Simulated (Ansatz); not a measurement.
Q: Name a neutral molecule of Al, Br, C, Cl and H with LUMO energy (ωB97M-V/def2-TZVPP) between 0.60 and 0.90 eV and LUMO energy (PBE/def2-TZVPP) between -1.85 and -1.55 eV (Ansatz, PBE0-D4/def2-TZVP geometry).

A: `C[CH2][Al]([Cl])[Br]` (0.66 eV, -1.77 eV); `[CH3][Al]([Cl])[Br]` (0.66 eV, -1.78 eV). Other molecules can fit too; these were computed, each in one conformer that needn't be the lowest.
